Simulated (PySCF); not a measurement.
A structure optimised at B3LYP-D3(BJ)/def2-TZVP, used in a PySCF frequency run:

```
Zr
F 1 1.8481
F 1 1.8481 2 110.04
F 1 1.8481 2 110.04 3 121.42
```
Charge +1, spin multiplicity 1.

Question: Write its SMILES, formula and point group.

Answer: [F][Zr+]([F])[F], F3Zr, C3v

Question: What are its rotational constants (standard atomic weights)?

Answer: 5.0694, 5.0694, 2.9003 GHz
